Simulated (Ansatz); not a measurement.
The molecule MgN, multiplicity 4 (lowest of 2S+1 = 2, 4 at CCSD(T)/def2-TZVPP on PBE0 minima; our sources give no spin for the ground state, which may be another).

D_e counts from the fitted minimum to each atom's lowest state at the same level, without counterpoise.

Correlated levels freeze the inner cores; with def2 sets outer-core shells near the valence are correlated too.

Run with Ansatz (a quantum-chemistry and plane-wave program). Values without a source in brackets are computed.

```
level               bond energy D_e (kJ/mol)
------------------  ------------------------
SVWN5/def2-TZVPP                       119.2
PBE/def2-TZVPP                         104.2
r2SCAN/def2-TZVPP                       91.6
PBE0/def2-TZVPP                         80.6
BHLYP/def2-TZVPP                        55.6
wB97X-V/def2-TZVPP                      74.0
CCSD/def2-TZVPP                         29.0
CCSD(T)/def2-TZVPP                       [?]
CCSD(T)/def2-QZVPP                       [?]
```

Question: Complete the blanks.

Answer: 
- CCSD(T)/def2-TZVPP, bond energy D_e (kJ/mol): 37.2
- CCSD(T)/def2-QZVPP, bond energy D_e (kJ/mol): 50.2
